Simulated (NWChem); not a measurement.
Everything below was run with NWChem. System: FOS, charge 1, spin multiplicity 1, at the geometry of a parent with another charge or spin, in a state set for the comparison that need not be this species' ground state. Level: RHF/def2-TZVP.

NWChem printed:

```
             Northwest Computational Chemistry Package (NWChem) 7.3.0
             --------------------------------------------------------

                                NWChem Input Module
                                -------------------

 Scaling coordinates for geometry "geometry" by  1.889725989
 (inverse scale =  0.529177249)

 Turning off AUTOSYM since
 SYMMETRY directive was detected!

                             Geometry "geometry" -> ""
                             -------------------------

 Output coordinates in angstroms (scale by  1.889725989 to convert to a.u.)

  No.       Tag          Charge          X              Y              Z
 ---- ---------------- ---------- -------------- -------------- --------------
    1 O                    8.0000     0.48561300    -1.23387200     0.00000000
    2 S                   16.0000    -0.46098500    -0.10641000     0.00000000
    3 F                    9.0000     0.38787200     1.28594900     0.00000000

 Effective nuclear repulsion energy (a.u.)     107.8488516406

            Nuclear Dipole moment (a.u.)
            ----------------------------
        X                 Y               Z
 ---------------- ---------------- ----------------
    -0.0000151178     0.0000094486     0.0000000000

      Symmetry information
      --------------------

 Group name             Cs
 Group number              2
 Group order               2
 No. of unique centers     3

      Symmetry unique atoms

     1    2    3


 Summary of "ao basis" -> "" (spherical)
 ------------------------------------------------------------------------------
       Tag                 Description            Shells   Functions and Types
 ---------------- ------------------------------  ------  ---------------------
 *                         def2-tzvp                  on all atoms

 Summary of "ao basis" -> "ao basis" (spherical)
 ------------------------------------------------------------------------------
       Tag                 Description            Shells   Functions and Types
 ---------------- ------------------------------  ------  ---------------------
 O                         def2-tzvp                11       31   5s3p2d1f
 S                         def2-tzvp                13       37   5s5p2d1f
 F                         def2-tzvp                11       31   5s3p2d1f

                                 NWChem SCF Module
                                 -----------------

  ao basis        = "ao basis"
  functions       =    99
  atoms           =     3
  closed shells   =    16
  open shells     =     0
  charge          =   1.00
  wavefunction    = RHF
  use symmetry    = T
  symmetry adapt  = T

 Summary of "ao basis" -> "ao basis" (spherical)
 ------------------------------------------------------------------------------
       Tag                 Description            Shells   Functions and Types
 ---------------- ------------------------------  ------  ---------------------
 O                         def2-tzvp                11       31   5s3p2d1f
 S                         def2-tzvp                13       37   5s5p2d1f
 F                         def2-tzvp                11       31   5s3p2d1f

      Symmetry analysis of basis
      --------------------------

        a'         67
        a"         32

 Forming initial guess at       0.1s

      Superposition of Atomic Density Guess
      -------------------------------------

 Sum of atomic energies:        -571.68188695

 Renormalizing density from      33.00 to     32

      Non-variational initial energy
      ------------------------------

 Total energy =    -561.127462
 1-e energy   =    -976.179384
 2-e energy   =     307.203070
 HOMO         =      -0.842004
 LUMO         =      -0.582458

      Symmetry analysis of molecular orbitals - initial
      -------------------------------------------------

  Numbering of irreducible representations:

     1 a'          2 a"

  Orbital symmetries:

     1 a'          2 a'          3 a'          4 a'          5 a'
     6 a'          7 a"          8 a'          9 a'         10 a'
    11 a'         12 a"         13 a'         14 a"         15 a'
    16 a'         17 a"         18 a'         19 a'         20 a'
    21 a"         22 a'         23 a"         24 a'         25 a'
    26 a"

 Starting SCF solution at       1.2s

 ----------------------------------------------
         Quadratically convergent ROHF

 Convergence threshold     :          1.000E-07
 Maximum no. of iterations :          100
 Final Fock-matrix accuracy:          1.000E-09
 ----------------------------------------------

              iter       energy          gnorm     gmax       time
             ----- ------------------- --------- --------- --------
                 1     -571.3265776614  2.35D+00  5.90D-01      1.3
                 2     -571.4751273867  4.22D-01  1.10D-01      1.4
                 3     -571.4880568975  1.75D-01  4.12D-02      1.4
                 4     -571.4918104278  1.38D-02  3.88D-03      1.7
                 5     -571.4918458391  8.35D-05  3.45D-05      2.3
                 6     -571.4918458403  4.22D-09  8.97D-10      2.8

       Final RHF  results
       ------------------

         Total SCF energy =   -571.491845840324
      One-electron energy =   -994.584456171103
      Two-electron energy =    315.243758690134
 Nuclear repulsion energy =    107.848851640645

        Time for solution =      1.6s

       Symmetry analysis of molecular orbitals - final
       -----------------------------------------------

  Numbering of irreducible representations:

     1 a'          2 a"

  Orbital symmetries:

     1 a'          2 a'          3 a'          4 a'          5 a"
     6 a'          7 a'          8 a'          9 a'         10 a'
    11 a'         12 a'         13 a"         14 a'         15 a"
    16 a'         17 a"         18 a'         19 a'         20 a"
    21 a'         22 a'         23 a"         24 a'         25 a'
    26 a"

             Final eigenvalues
             -----------------

              1
    1  -92.5486
    2  -26.6535
    3  -21.0077
    4   -9.5248
    5   -7.2042
    6   -7.2039
    7   -7.2024
    8   -1.9392
    9   -1.7653
   10   -1.2569
   11   -1.0443
   12   -1.0263
   13   -1.0066
   14   -0.9251
   15   -0.8779
   16   -0.8616
   17   -0.3429
   18   -0.1851
   19   -0.1241
   20    0.1047
   21    0.1100
   22    0.1413
   23    0.1965
   24    0.2098
   25    0.2518
   26    0.2686

                       ROHF Final Molecular Orbital Analysis
                       -------------------------------------

 Vector   14  Occ=2.000000D+00  E=-9.251283D-01  Symmetry=a'
              MO Center=  1.5D-01, -1.5D-01, -2.2D-15, r^2= 2.1D+00
   Bfn.  Coefficient  Atom+Function         Bfn.  Coefficient  Atom+Function
  ----- ------------  ---------------      ----- ------------  ---------------
     7      0.313264  1 O  py                10      0.281944  1 O  py
    74     -0.272039  3 F  px                46      0.245565  2 S  px
    77     -0.240530  3 F  px                75      0.160026  3 F  py
    36     -0.153985  2 S  s

 Vector   15  Occ=2.000000D+00  E=-8.779469D-01  Symmetry=a"
              MO Center=  2.1D-01, -5.5D-01, -4.4D-15, r^2= 1.6D+00
   Bfn.  Coefficient  Atom+Function         Bfn.  Coefficient  Atom+Function
  ----- ------------  ---------------      ----- ------------  ---------------
     8      0.327853  1 O  pz                11      0.309333  1 O  pz
    48      0.302146  2 S  pz                76     -0.214810  3 F  pz
    79     -0.189153  3 F  pz

 Vector   16  Occ=2.000000D+00  E=-8.616449D-01  Symmetry=a'
              MO Center=  7.8D-02, -3.8D-01, -1.0D-15, r^2= 2.0D+00
   Bfn.  Coefficient  Atom+Function         Bfn.  Coefficient  Atom+Function
  ----- ------------  ---------------      ----- ------------  ---------------
     6      0.343094  1 O  px                 9      0.312992  1 O  px
    36      0.251473  2 S  s                 35      0.243583  2 S  s
    46     -0.215470  2 S  px                75      0.180873  3 F  py
    78      0.164810  3 F  py                12      0.155346  1 O  px
    34     -0.152381  2 S  s

 Vector   17  Occ=0.000000D+00  E=-3.428569D-01  Symmetry=a"
              MO Center= -2.5D-01, -3.5D-01, -3.8D-15, r^2= 1.9D+00
   Bfn.  Coefficient  Atom+Function         Bfn.  Coefficient  Atom+Function
  ----- ------------  ---------------      ----- ------------  ---------------
    48      0.493796  2 S  pz                51      0.376801  2 S  pz
     8     -0.287994  1 O  pz                14     -0.276030  1 O  pz
    11     -0.261460  1 O  pz                45      0.206570  2 S  pz
    39     -0.158503  2 S  pz

 Vector   18  Occ=0.000000D+00  E=-1.851091D-01  Symmetry=a'
              MO Center= -4.9D-01, -4.3D-02, -7.4D-17, r^2= 2.2D+00
   Bfn.  Coefficient  Atom+Function         Bfn.  Coefficient  Atom+Function
  ----- ------------  ---------------      ----- ------------  ---------------
    50      0.668348  2 S  py                73     -0.496955  3 F  s
    47      0.428389  2 S  py                49      0.374262  2 S  px
    36      0.294755  2 S  s                 46      0.256615  2 S  px
    81      0.240335  3 F  py                12     -0.189076  1 O  px
    75      0.176332  3 F  py                44      0.169831  2 S  py

 Vector   19  Occ=0.000000D+00  E=-1.241165D-01  Symmetry=a'
              MO Center= -5.0D-01, -6.2D-02, -4.9D-15, r^2= 2.6D+00
   Bfn.  Coefficient  Atom+Function         Bfn.  Coefficient  Atom+Function
  ----- ------------  ---------------      ----- ------------  ---------------
    36     -1.164257  2 S  s                  5      1.070982  1 O  s
    49     -0.841100  2 S  px                50      0.750815  2 S  py
    13      0.412116  1 O  py                46     -0.341066  2 S  px
    12     -0.275093  1 O  px                47      0.231146  2 S  py
    81     -0.189731  3 F  py                10      0.185646  1 O  py

 center of mass
 --------------
 x =   0.01122115 y =   0.03649209 z =   0.00000000

 moments of inertia (a.u.)
 ------------------
         200.355738979527          -5.188229069160           0.000000000000
          -5.188229069160          47.931042197526           0.000000000000
           0.000000000000           0.000000000000         248.286781177053

  Mulliken analysis of the total density
  --------------------------------------

    Atom       Charge   Shell Charges
 -----------   ------   -------------------------------------------------------
    1 O    8     8.11   0.79  1.18  0.62  1.01  0.28  1.71  1.90  0.57  0.00  0.04  0.00
    2 S   16    14.74   2.01  0.49  1.47  1.23  0.62  4.16  1.71  0.73  1.58  0.23  0.16  0.29  0.06
    3 F    9     9.15   0.77  1.20  0.61  1.04  0.31  2.18  2.25  0.76  0.00  0.02  0.00

       Multipole analysis of the density wrt the origin
       ------------------------------------------------

     L   x y z        total         open         nuclear
     -   - - -        -----         ----         -------
     0   0 0 0      1.000000      0.000000     33.000000

     1   1 0 0     -1.126406      0.000000     -0.000015
     1   0 1 0     -0.208991      0.000000      0.000009
     1   0 0 1      0.000000      0.000000      0.000000

     2   2 0 0    -13.262973      0.000000     23.714284
     2   1 1 0      0.091606      0.000000      1.715657
     2   1 0 1      0.000000      0.000000      0.000000
     2   0 2 0    -14.544990      0.000000     97.288911
     2   0 1 1     -0.000000      0.000000      0.000000
     2   0 0 2    -13.300746      0.000000      0.000000

 Task  times  cpu:        2.8s     wall:        2.8s

 Total times  cpu:        2.9s     wall:        2.9s
```

### Question
Write an NWChem input that would produce this output.

### Answer
One answer among several that fit: 
```
start mol
memory heap 200 mb stack 900 mb global 1100 mb
charge 1
geometry units angstroms nocenter noautoz
  O      0.485613    -1.233872     0.000000
  S     -0.460985    -0.106410     0.000000
  F      0.387872     1.285949     0.000000
  symmetry group Cs
end
basis spherical
  * library def2-tzvp
end
scf
  rhf
  nopen 0
  maxiter 100
  thresh 1e-7
  semidirect memsize 60000000 filesize 0
end
task scf energy
```
